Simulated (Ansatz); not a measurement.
```yaml
crystal:
  periodic: [false, false, false]
  atoms:
    - {symbol: As, position_ang: [0.720255, -3.320601, 0.561137]}
    - {symbol: As, position_ang: [-2.228693, 2.326432, -1.914804]}
    - {symbol: As, position_ang: [0.666879, -0.756630, -2.097854]}
    - {symbol: As, position_ang: [-2.038042, -0.620397, 0.388888]}
    - {symbol: As, position_ang: [0.694008, -0.674305, 3.097829]}
    - {symbol: As, position_ang: [0.574486, 2.043272, 0.405178]}
    - {symbol: As, position_ang: [3.291113, -0.637279, 0.492846]}
    - {symbol: Al, position_ang: [-3.605740, 0.451891, -1.178801]}
    - {symbol: Al, position_ang: [-0.862504, -2.203394, -0.908597]}
    - {symbol: Al, position_ang: [2.238784, -2.165938, 2.028224]}
    - {symbol: Al, position_ang: [-0.665274, 3.810156, -0.774329]}
    - {symbol: Al, position_ang: [2.077609, 0.863960, -0.985579]}
    - {symbol: Al, position_ang: [-0.818536, 0.786733, 1.867909]}
    - {symbol: H, position_ang: [1.474709, -4.346982, -0.158198]}
    - {symbol: H, position_ang: [-0.056007, -4.212867, 1.420686]}
    - {symbol: H, position_ang: [-3.189358, 3.226905, -2.556151]}
    - {symbol: H, position_ang: [-1.566940, 1.896437, -3.151498]}
    - {symbol: H, position_ang: [1.482360, -1.539113, -3.025353]}
    - {symbol: H, position_ang: [-0.124133, -0.027667, -3.088783]}
    - {symbol: H, position_ang: [-2.868017, -1.465113, 1.252057]}
    - {symbol: H, position_ang: [-0.046390, -1.482404, 4.067147]}
    - {symbol: H, position_ang: [1.476443, 0.112152, 4.051617]}
    - {symbol: H, position_ang: [1.499367, 2.750955, 1.296216]}
    - {symbol: H, position_ang: [4.325176, -1.372759, -0.234741]}
    - {symbol: H, position_ang: [4.176083, 0.199030, 1.301945]}
    - {symbol: H, position_ang: [-3.669217, -0.541814, -2.349865]}
    - {symbol: H, position_ang: [-4.760630, 1.016708, -0.349587]}
    - {symbol: H, position_ang: [-1.591326, -3.218815, -1.781319]}
    - {symbol: H, position_ang: [3.165634, -3.023561, 2.881293]}
    - {symbol: H, position_ang: [0.296698, 4.389579, -1.817015]}
    - {symbol: H, position_ang: [-1.450654, 4.546401, 0.314083]}
    - {symbol: H, position_ang: [3.028230, 1.600995, -1.922683]}
    - {symbol: H, position_ang: [-1.646372, 1.588044, 2.868113]}
basis:
  gaussian: {orbitals: def2-TZVP, fitting: {mean_field: def2-universal-jkfit}}
total_charge: 2
magnetization: {spin_polarized: true, initial_magnetization: 1}
hamiltonian: {xc: {name: B3LYP}, dispersion: d3bjatm}
scf: {omitted_lower_state_checks: [starts]}
output: {forces: true}
```

```sh
$ ansatz run in.yaml --threads 2 --pin off --events-out ev --progress --plain --max-ram 32768MiB --backend cuda --devices 0, --max-vram 18GiB
```

Shortened log:

```
Functional definition: B3LYP
2990 factors; integrals over basis functions are off by at most 6.3e-1 eV
mean field evaluation 1: about -465793.3572 eV, gradient 2.9e1 eV
mean field evaluation 2: about -465788.3990 eV, gradient 3.8e1 eV
mean field evaluation 4: about -465798.6737 eV, gradient 2.8e0 eV
mean field evaluation 8: about -465798.7219 eV, gradient 9.3e-1 eV
mean field evaluation 16: about -465798.7348 eV, gradient 1.8e-2 eV
mean field evaluation 32: about -465798.7349 eV, gradient 7.8e-5 eV
mean field -465798.73486184 eV, -17117.7877764503 hartree, gradient 8.9e-6 eV, S^2 0.755064; 0 other end points of the search recorded, 0 dependent functions left out
reference -465798.73540591 eV, -17117.7877964443 hartree; 164, 163 occupied and 514, 515 virtual orbitals, 2990 factors
Total energy: -465802.65382356 eV, -17117.9317956372 hartree
Atom 0 at     0.720255    -3.320601     0.561137 Å, force    -0.042088     0.268678     0.008335 eV/Å
Atom 1 at    -2.228693     2.326432    -1.914804 Å, force    -0.270324     0.256189    -0.284845 eV/Å
Atom 2 at     0.666879    -0.756630    -2.097854 Å, force    -0.052508     0.052585     0.242703 eV/Å
Atom 3 at    -2.038042    -0.620397     0.388888 Å, force    -0.314518    -0.036600    -0.383300 eV/Å
Atom 4 at     0.694008    -0.674305     3.097829 Å, force    -0.030241     0.012442    -0.271735 eV/Å
Atom 5 at     0.574486     2.043272     0.405178 Å, force     0.001783     0.287731    -0.318206 eV/Å
Atom 6 at     3.291113    -0.637279     0.492846 Å, force    -0.272897     0.040443     0.039588 eV/Å
Atom 7 at    -3.605740     0.451891    -1.178801 Å, force    -0.384484    -0.096078     0.493095 eV/Å
Atom 8 at    -0.862504    -2.203394    -0.908597 Å, force     0.165531    -0.567185    -0.327125 eV/Å
Atom 9 at     2.238784    -2.165938     2.028224 Å, force     0.296237    -0.283082     0.194629 eV/Å
Atom 10 at    -0.665274     3.810156    -0.774329 Å, force    -0.034354     0.294710     0.634313 eV/Å
Atom 11 at     2.077609     0.863960    -0.985579 Å, force     0.510919    -0.109664    -0.426369 eV/Å
Atom 12 at    -0.818536     0.786733     1.867909 Å, force    -0.217063     0.302637     0.895011 eV/Å
Atom 13 at     1.474709    -4.346982    -0.158198 Å, force     0.440404    -0.570015    -0.557917 eV/Å
Atom 14 at    -0.056007    -4.212867     1.420686 Å, force    -0.543089    -0.538684     0.561969 eV/Å
Atom 15 at    -3.189358     3.226905    -2.556151 Å, force    -0.636778     0.570518    -0.362122 eV/Å
Atom 16 at    -1.566940     1.896437    -3.151498 Å, force     0.443830    -0.276052    -0.711860 eV/Å
Atom 17 at     1.482360    -1.539113    -3.025353 Å, force     0.534380    -0.505470    -0.529580 eV/Å
Atom 18 at    -0.124133    -0.027667    -3.088783 Å, force    -0.502209     0.455346    -0.617542 eV/Å
Atom 19 at    -2.868017    -1.465113     1.252057 Å, force    -0.451713    -0.482374     0.654358 eV/Å
Atom 20 at    -0.046390    -1.482404     4.067147 Å, force    -0.563869    -0.475706     0.549352 eV/Å
Atom 21 at     1.476443     0.112152     4.051617 Å, force     0.457516     0.591701     0.541411 eV/Å
Atom 22 at     1.499367     2.750955     1.296216 Å, force     0.555580     0.349613     0.660981 eV/Å
Atom 23 at     4.325176    -1.372759    -0.234741 Å, force     0.574650    -0.429857    -0.574286 eV/Å
Atom 24 at     4.176083     0.199030     1.301945 Å, force     0.536396     0.577662     0.534154 eV/Å
Atom 25 at    -3.669217    -0.541814    -2.349865 Å, force     0.266079    -0.431130    -0.706632 eV/Å
Atom 26 at    -4.760630     1.016708    -0.349587 Å, force    -0.418452     0.402883     0.426831 eV/Å
Atom 27 at    -1.591326    -3.218815    -1.781319 Å, force    -0.394292    -0.331903    -0.343646 eV/Å
Atom 28 at     3.165634    -3.023561     2.881293 Å, force     0.348957    -0.316383     0.348626 eV/Å
Atom 29 at     0.296698     4.389579    -1.817015 Å, force     0.533552     0.042806    -0.769137 eV/Å
Atom 30 at    -1.450654     4.546401     0.314083 Å, force    -0.460290     0.201891     0.473392 eV/Å
Atom 31 at     3.028230     1.600995    -1.922683 Å, force     0.314518     0.388426    -0.372109 eV/Å
Atom 32 at    -1.646372     1.588044     2.868113 Å, force    -0.391162     0.353920     0.297661 eV/Å
Dipole moment:     0.090582    -0.039891    -0.142395 e Å
Checks for a lower state left out: starts
```

It took 19 s on 2 threads of AMD EPYC 7R13 on a shared host and a share (18 GiB) of an NVIDIA H100 80GB HBM3, peak host memory 2.7 GiB.

B3LYP takes the VWN-RPA correlation.

The dipole of an ion depends on the origin.
